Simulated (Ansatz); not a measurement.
Reaction (cleavage of the Si–Sn bond): `C[SiH](F)[SnH3]` + H₂Se → `C[SiH](F)[SeH]` + `[SnH4]`

Isolated molecules relaxed with PBE0-D4/def2-TZVP in Ansatz; ΔE leaves out vibrations. CBS: MP2 limit from def2 TZ/QZ plus the TZ coupled-cluster correction, frozen cores. DFT in def2-TZVPP. B3LYP here is the variant with VWN-RPA as its local correlation; programs differ in this. Elements past krypton have def2 core potentials. For Se, Sn outer-core shells are correlated without core-valence functions, which leaves a few kJ/mol of doubt a bond. Scalar relativity is left out up to krypton. One conformer a species, not always the lowest.

`C[SiH](F)[SnH3]`:

Cartesian coordinates in Å:
```
C -0.887 1.303 -0.905
Si 0.671 0.369 -0.512
F 1.751 1.396 0.096
Sn 0.288 -1.501 1.211
H -1.330 1.735 -0.005
H -0.685 2.109 -1.615
H -1.621 0.628 -1.356
H 1.265 -0.189 -1.758
H -0.396 -0.882 2.649
H 1.740 -2.303 1.613
H -0.797 -2.664 0.582
```

H₂Se:

```xyz
3

Se    0.205    0.653    0.011
H     0.648   -0.574    0.682
H    -0.854   -0.079   -0.693
```

`C[SiH](F)[SeH]`:

Cartesian coordinates in Å:
```
C -0.983 -0.619 0.156
Si 0.166 0.793 -0.181
F 0.223 1.700 1.138
Se 2.243 0.104 -0.776
H -1.099 -1.237 -0.737
H -0.600 -1.248 0.962
H -1.966 -0.243 0.453
H -0.274 1.665 -1.295
H 2.289 -0.915 0.281
```

`[SnH4]`:

```xyz
5

Sn    0.000    0.000    0.000
H    -0.012    0.874    1.463
H     1.449   -0.888   -0.119
H    -0.111    1.084   -1.310
H    -1.326   -1.069   -0.034
```

```json
{"level": "r2SCAN-D4", "ΔE (eV)": "-0.57"}
{"level": "PBE0-D4", "ΔE (eV)": "-0.53"}
{"level": "B3LYP-D4", "ΔE (eV)": "-0.53"}
{"level": "CCSD/def2-TZVPP", "ΔE (eV)": "-0.56"}
{"level": "MP2/def2-QZVPP", "ΔE (eV)": "-0.59"}
{"level": "SCS-MP2/def2-QZVPP", "ΔE (eV)": "-0.58"}
{"level": "HF/CBS(def2)", "ΔE (eV)": "-0.62"}
{"level": "CCSD/CBS(def2)", "ΔE (eV)": "-0.53"}
```

Problem. What does CCSD(T)/CBS give? (Estimate.)

Solution. Ansatz gave: -0.53 eV. The listed levels differ from it by -0.04, 0.00, 0.00, -0.03, -0.06, -0.05, -0.09, 0.00 eV.

Largest T1 diagnostic among the species: 0.013.

From PBE to PBE0 (25 % exact exchange), in def2-TZVPP and without D4, ΔE moves by −0.04 eV.
